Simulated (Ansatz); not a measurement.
System: C2ClF2 (charge 0, doublet). It need not be the lowest isomer of its formula. SMILES: FC(F)=[C]Cl
Coordinates optimised at B3LYP-D3(BJ)/def2-TZVP (Ansatz, an electronic-structure program):
```
C
C 1 1.3071
F 1 1.3215 2 123.94
F 1 1.3282 2 125.59 3 -180.00
Cl 2 1.6527 1 135.91 3 180.00
```
Charge 0, spin multiplicity 2.

Quantity: atomisation energy (electronic, to ground-state atoms), in kJ/mol. Correlated levels leave the core frozen unless marked. UHF or UKS for open shells. No spin-orbit coupling. No relativistic terms. The coupled-cluster limit lacks core correlation, which all-electron functionals hold. CBS marks a two-point X^-3 extrapolation of the correlation energy; Hartree-Fock from the larger set.

The UHF reference is spin-contaminated (<S^2> 0.18 over the pure value in the largest basis). 

```csv
level,program,atomisation energy (kJ/mol)
BLYP-D3(BJ)/def2-TZVPD,Ansatz + dftd3,1880.5
PBE0/def2-SVP,Ansatz,1919.2
PBE0-D3(BJ)/def2-TZVPD,Ansatz + dftd3,[?]
HSE06-D3(BJ)/def2-TZVPD,Ansatz + dftd3,1894.2
"CCSD(T)/CBS(cc-pV(T+d)Z,cc-pV(Q+d)Z)",Ansatz,[?]
```

Q: Fill in the missing entries.

A: 
- PBE0-D3(BJ)/def2-TZVPD, atomisation energy (kJ/mol): 1892.1
- CCSD(T)/CBS(cc-pV(T+d)Z,cc-pV(Q+d)Z), atomisation energy (kJ/mol): 1826.9
